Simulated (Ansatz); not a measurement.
This geometry of CH$_{9}$NSi$_{3}$ (14 atoms, charge 0, multiplicity 1) is a first-order saddle point.

These are results of RHF/6-31G* (Ansatz 0.2.0), not measurements.

```xyz
14
Properties=species:S:1:pos:R:3
N -1.822 1.765 0.944
Si -0.623 0.539 0.980
Si 1.507 0.868 0.366
C 0.189 -0.132 -0.614
Si 0.374 -1.964 -0.972
H -2.782 1.558 0.764
H -1.598 2.713 0.734
H -0.996 -0.528 1.919
H 2.640 0.110 0.922
H 1.951 2.120 -0.271
H -0.123 0.400 -1.508
H -0.525 -2.784 -0.128
H 1.750 -2.447 -0.721
H 0.045 -2.248 -2.386
```

**Question.** Which two structures does it join? (They come from a converged band through this point; their orientation in space is the band's.)

**Answer.** No bond is made or broken. The dihedral Si2–C4–Si5–H14 goes from 78 to -161°. The two ends are copies of one structure, up to a mirror image or an exchange of like atoms.

Initial state:

```xyz
14
Properties=species:S:1:pos:R:3
N -1.968 1.829 0.266
Si -0.922 0.536 0.685
Si 1.296 0.768 0.928
C 0.403 -0.120 -0.524
Si 0.631 -1.945 -0.830
H -2.799 1.681 -0.267
H -1.642 2.768 0.196
H -1.667 -0.535 1.362
H 2.114 -0.062 1.827
H 1.989 2.017 0.563
H 0.473 0.449 -1.447
H 0.531 -2.692 0.443
H 1.952 -2.246 -1.426
H -0.405 -2.476 -1.746
```

Final state:

```xyz
14
Properties=species:S:1:pos:R:3
N -1.612 1.810 1.191
Si -0.466 0.542 1.048
Si 1.564 0.811 0.133
C 0.084 -0.130 -0.654
Si 0.176 -1.959 -1.002
H -2.594 1.636 1.151
H -1.389 2.751 0.949
H -0.742 -0.518 2.027
H 2.745 0.016 0.508
H 1.946 2.059 -0.550
H -0.339 0.412 -1.495
H -1.165 -2.533 -1.254
H 0.759 -2.670 0.157
H 1.019 -2.256 -2.182
```

**Question.** How far does it lie above each of them?

**Answer.** 0.078 eV above the first and 0.078 eV above the second. This is the barrier of this one path; another mechanism may lie lower.

The run took 98 s on 1 CPU thread of a shared host.
